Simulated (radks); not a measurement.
Species: the oxygen ion O4+. Configuration: [He] 2s2. Calculated with a radial shooting solver on a logarithmic mesh with Libxc functionals: non-relativistic Kohn-Sham, PBE, spin-unpolarised, spherical densities, point nucleus.

Local quantities along the radius. ELF = 1/(1 + alpha^2) is the electron localisation function; alpha = (tau - tau_W)/tau_unif compares the Pauli kinetic energy density with that of the uniform gas.

r (bohr)    ELF       alpha
0.006275  1.000   1.859e-06
0.007665  1.000   2.846e-06
0.009287  1.000   4.307e-06
0.01134   1.000   6.679e-06
0.01385   1.000  0.00001045
0.01679   1.000  0.00001621
0.0205    1.000  0.00002593
0.02504   1.000  0.00004213
0.03059   1.000  0.00006978
0.03706   1.000   0.0001158
0.04527   1.000   0.0002017
0.05529   1.000   0.0003637
0.067     1.000   0.0006667
0.08183   1.000    0.001319
0.09995   1.000    0.002780
0.1211    1.000    0.006125
0.1479    1.000     0.01533
0.1807    0.998     0.04323
0.2207    0.981      0.1404
0.2674    0.802      0.4976
0.3266    0.211       1.936
0.3989    0.038       5.024
0.4833    0.054       4.177
0.5903    0.429       1.153
0.721     0.956      0.2157
0.8736    0.998     0.04092
1.067     1.000    0.007074
1.303     1.000    0.001132
1.592     1.000   0.0001554
1.929     1.000  0.00001872
2.356     1.000   1.562e-06
2.877     1.000   9.070e-08

On this mesh the ELF has minima near r = 0.44 bohr, which separate the shells.
